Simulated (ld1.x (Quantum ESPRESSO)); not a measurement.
**What one change does to a pseudopotential (cerium, TM)**

```json
{
  "Element": "Ce",
  "Generator": "ld1.x (Quantum ESPRESSO) 7.5",
  "Type": "norm-conserving Troullier–Martins (Kleinman–Bylander form)",
  "Functional": "PBE",
  "Relativity": "scalar-relativistic",
  "Frozen core": "[Xe]",
  "Valence charge": "4",
  "Reference configuration": "4f1 5d1 6s1.5 6p0.5",
  "Partial waves": "6s (bound): rc 2.70 bohr; 6p (bound): rc 4.20 bohr; 5d (bound): rc 2.30 bohr; 4f (bound): rc 1.35 bohr",
  "Local potential": "all-electron potential smoothed inside 3.55 bohr (lloc = -1)",
  "Core correction": "none"
}
```

All-electron outer shells of the reference configuration (PBE, scalar-relativistic, ld1.x):

```csv
shell,level (eV),outermost node (bohr),outermost maximum (bohr)
5s,-41.17,0.75,1.37
5p,-23.80,0.81,1.55
4f,-5.96,–,0.71
6s,-4.07,1.81,3.72
5d,-3.52,0.92,2.15
6p,-1.62,2.15,4.84
```

Change: all radii scaled by about 1.39 (s 3.76, p 5.86, d 3.20, f 1.88 bohr); local potential all-electron potential smoothed inside 4.94 bohr (lloc = -1).

Cutoffs: the cutoffs (Ry, on a coarse ladder) from which the occupation-weighted sum of valence levels, in a spherical-Bessel basis at the reference potential, stays within 10 and 1 mRy of its value at 400 Ry; they do not see the model core or the augmentation charge, which bear on the density cutoff. Errors are all-electron minus pseudo energies relative to the spin-unpolarised reference configuration.

Q: Predict the effect on cutoff, ghosts and configuration errors.

A: The potential gets softer (160 Ry and 200 Ry → 100 Ry and 110 Ry); the bound ghost in s disappears; of the 6 tests that both files solve, the error grows in 2 and shrinks in 4 by more than 15 % and 0.3 meV (median size 13.2 → 12.2 meV). A larger radius leaves more room for a smooth pseudo-wave, so fewer plane waves are needed.

| quantity | base | changed |
| --- | --- | --- |
| cutoff, loose | 160 Ry | 100 Ry |
| cutoff, tight | 200 Ry | 110 Ry |
| loose cutoff by channel (10 mRy a level) | s 8 Ry, p 6 Ry, d 10 Ry, f 160 Ry | s 6 Ry, p 6 Ry, d 10 Ry, f 100 Ry |
| bound ghosts | s | none |
| tests counted (converged, no solver errors) | 6 of 7 | 6 of 7 |
| error for 4f1 5d1 6s2 6p0, meV [ΔE -1.21 eV] | +2.3 | +0.9 |
| error for 4f1 5d1 6s1 6p0, meV [ΔE 4.86 eV] | +13 | -5.3 |
| error for 4f1 5d1 6s0 6p0, meV [ΔE 15.94 eV] | +186 | +146 |
| error for 4f1 5d0 6s2 6p0, meV [ΔE 5.19 eV] | +383 | +86 |
| error for 4f1 5d1 6s1.5 6p0, meV [ΔE 1.23 eV] | -1.1 | -1.7 |
| error for 4f1 5d1 6s0 6p2, meV [ΔE 3.79 eV] | +14 | +19 |

Base: Tests not counted: 4f2 5d0 6s2 6p0 (solver errors, printed error -73.9 eV). Changed file: Tests not counted: 4f2 5d0 6s2 6p0 (solver errors, printed error -73.2 eV). A true bound ghost makes a file unfit for plane-wave use even where its test errors are small: the radial tests pick states by their node count and pass the ghost by. Where a test does run into it, the solver fails or the error is huge.
